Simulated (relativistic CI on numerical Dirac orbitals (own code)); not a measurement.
Forbidden transitions in Kr¹⁵⁺

These numbers are calculated, not measured: Dirac-Coulomb-Breit CI, KLI orbitals optimised for each configuration, a model potential for QED, unscaled Slater integrals (own radial code, finite nucleus).

CI space (outside the closed core [Ne]): 3s2.3p6.3d3, 3s2.3p5.3d4, 3s.3p6.3d4, 3s2.3p6.3d2.4s, 3s2.3p6.3d2.4p, 3s2.3p6.3d2.4d, 3s2.3p6.3d2.4f, 3s2.3p5.3d3.4s, 3s2.3p6.3d.4s.4p, 3s2.3p5.3d3.4p, 3s2.3p6.3d2.5s, 3s2.3p6.3d2.5p, 3s2.3p6.3d2.5d, 3s2.3p6.3d.4p.4d, 3s.3p6.3d3.4s, 3s2.3p6.3d2.5f, 3s2.3p6.3d2.5g, 3s.3p6.3d3.4p, 3s2.3p6.3d2.6s, 3s2.3p6.3d2.6p, 3s2.3p6.3d2.6d, 3p6.3d4.4p, 3p6.3d5, 3p5.3d6, 3s2.3p6.3d.4s2, 3s2.3p6.4s2.4p, 3s2.3p6.4s2.4d, 3s2.3p6.4s2.4f, 3s2.3p6.3d.4p2, 3s2.3p6.4s.4p2, 3s2.3p6.4p3, 3s2.3p6.4p2.4d, 3s2.3p6.4p2.4f, 3s2.3p6.3d.4s.4d, 3s2.3p6.4s.4p.4d, 3s2.3p6.4s.4d2, 3s2.3p6.4s.4d.4f, 3s2.3p6.3d.4d2, 3s2.3p6.4p.4d2, 3s2.3p6.4d3, 3s2.3p6.4d2.4f, 3p6.3d4.4s, 3p5.3d5.4s, 3s.3p6.3d2.4s2, 3s.3p6.3d.4s2.4p, 3s.3p6.3d.4s2.4d, 3s.3p6.3d.4s2.4f. Double excitations out of closed p, d and f shells are left out; levels of such configurations are missing from the list, as are those of other unlisted configurations, and high levels can miss mixing partners. These lack a partner that the ground configuration has and come out too high: 3s2.3p5.3d3.4p.

```
λ vac (nm)                     Lower                      Upper  Type   A (s⁻¹)  E lower (eV)  E upper (eV)
    12.202  3s2.3p6.3d3 2H_11/2 [12]  3s2.3p5.3d4 2K°_15/2 [74]    M2  8.74e+01         9.469       111.080
    12.838  3s2.3p6.3d3 2H_11/2 [12]  3s2.3p5.3d4 4I°_15/2 [48]    M2  5.45e+01         9.469       106.046
    61.400    3s2.3p6.3d3 4F_7/2 [3]    3s2.3p6.3d3 2D_5/2 [18]    M1  5.60e+01         1.527        21.720
    76.346    3s2.3p6.3d3 4P_3/2 [5]    3s2.3p6.3d3 2D_3/2 [19]    M1  8.05e+01         5.719        21.959
    83.927    3s2.3p6.3d3 4P_5/2 [8]    3s2.3p6.3d3 2D_5/2 [18]    M1  2.57e+02         6.947        21.720
    86.496    3s2.3p6.3d3 4F_3/2 [1]    3s2.3p6.3d3 2F_5/2 [17]    M1  4.17e+01         0.000        14.334
    92.076   3s2.3p6.3d3 2D_3/2 [10]    3s2.3p6.3d3 2D_5/2 [18]    M1  1.50e+02         8.254        21.720
    102.77   3s2.3p6.3d3 2D_5/2 [14]    3s2.3p6.3d3 2D_3/2 [19]    M1  1.55e+02         9.895        21.959
    105.96    3s2.3p6.3d3 4F_9/2 [4]    3s2.3p6.3d3 2F_7/2 [16]    M1  5.41e+01         2.364        14.065
    124.00    3s2.3p6.3d3 4F_5/2 [2]    3s2.3p6.3d3 2P_3/2 [15]    M1  8.70e+01         0.712        10.711
    148.17    3s2.3p6.3d3 4F_7/2 [3]    3s2.3p6.3d3 2D_5/2 [14]    M1  1.76e+02         1.527         9.895
    150.20    3s2.3p6.3d3 4F_3/2 [1]    3s2.3p6.3d3 2D_3/2 [10]    M1  9.05e+01         0.000         8.254
    164.39    3s2.3p6.3d3 4F_5/2 [2]    3s2.3p6.3d3 2D_3/2 [10]    M1  1.44e+02         0.712         8.254
    167.87   3s2.3p6.3d3 2F_5/2 [17]    3s2.3p6.3d3 2D_5/2 [18]    M1  1.22e+02        14.334        21.720
    209.25    3s2.3p6.3d3 4F_5/2 [2]     3s2.3p6.3d3 2G_7/2 [7]    M1  6.37e+01         0.712         6.637
    224.48    3s2.3p6.3d3 4F_7/2 [3]     3s2.3p6.3d3 2G_9/2 [9]    M1  4.66e+01         1.527         7.050
    242.61    3s2.3p6.3d3 4F_7/2 [3]     3s2.3p6.3d3 2G_7/2 [7]    M1  4.77e+01         1.527         6.637
    264.57    3s2.3p6.3d3 4F_9/2 [4]     3s2.3p6.3d3 2G_9/2 [9]    M1  8.49e+01         2.364         7.050
    434.74    3s2.3p6.3d3 2G_7/2 [7]    3s2.3p6.3d3 2H_9/2 [13]    M1  4.46e+01         6.637         9.489
    508.30    3s2.3p6.3d3 2G_9/2 [9]    3s2.3p6.3d3 2H_9/2 [13]    M1  4.74e+01         7.050         9.489
```

Terms are leading LS components. Brackets give the number of a level in order of energy, since labels repeat. The list gives strong lines, with weight on those to low levels, among the lowest 400 of 3548 levels, so that lines to higher ones, which can be the strongest, are missing. Levels whose partners in the same complex of configurations lie outside the list can be far off, and so can their lines. Rates are taken at the computed energies, electric ones in the length gauge.

At this charge energies of transitions that change n are usually good to better than 1 %, and those within a shell (Δn = 0) to a few per cent. Terms inside the open d or f shell come out 10 to 20 % too wide with unscaled integrals.

LS names give the leading component of a level, which can be under half, so a name can repeat, a term be missing and a line seem to break the LS rules.
